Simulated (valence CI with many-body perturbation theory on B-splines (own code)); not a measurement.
Questions on W I

Computed by configuration interaction combined with many-body perturbation theory (CI+MBPT): six valence electrons over a frozen Dirac-Fock core [Xe] 4f14, a basis of 7 s, 7 p, 8 d, 6 f, 4 g, 1 h functions for each j, with the one-electron correlation potential Σ1 (screened to all orders), the two-electron term Σ2, the three-electron term Σ3, Breit, model QED; selected single and double excitations, second order for the rest, scaled by the run's own slope (own B-spline code, finite nucleus).

Against 8 measured levels this calculation errs by 302 cm⁻¹ on average and by 693 at most. These come from a selection out of the NIST Handbook of Basic Atomic Spectroscopic Data. Levels without a partner in it may be off by more, other configurations by 1,000 to 4,000 cm⁻¹. Among the levels kept, up to 2500 cm⁻¹ of a level comes from second order outside the variational space, and about a tenth of that is noise between levels of different J, which matters for small intervals.

Names give the largest LS component (configuration and term), which can be under half, so a name can repeat, a term be missing and a line seem to break the LS rules; names also repeat where a configuration has a term twice.

Rates and lifetimes use the calculated energies. Strong lines usually hold to 10 to 20 %, long lifetimes can be off by a factor of two.

(1) What is the ground level?

(2) Among levels below 19441 cm⁻¹, which E1 lines absorb most strongly from the ground level?

(3) How is the term ⁵D of the ground level split?

(4) What are the static dipole polarisabilities of the lowest levels?

(5) What is the ionisation energy?

## Answers

(1) 5d⁴6s² ⁵D_0, composition 66 % 5d⁴6s² ⁵D + 18 % 5d⁴6s² ³P + 3 % 5d⁵6s ⁵D.

(2) to 5d⁴6s6p ⁷F°_1 at 521.5 nm, f = 0.00344.

(3) J = 0 at 0.0, J = 1 at 1497, J = 2 at 3087, J = 3 at 4584, J = 4 at 6025 cm⁻¹.

(4) 5d⁴6s² ⁵D_0 62.7; 5d⁴6s² ⁵D_1 64.9 (tensor 0.65); 5d⁵6s ⁷S_3 65.5 (tensor -0.25); 5d⁴6s² ⁵D_2 65.2 (tensor 0.72) bohr³, of which the core gives 2.05. The recommended value for the atom is 68 ± 15 bohr³ (Schwerdtfeger and Nagle, table of static dipole polarizabilities (2023 update)).

(5) 7.7608 eV; NIST lists 7.86403 eV (measured).
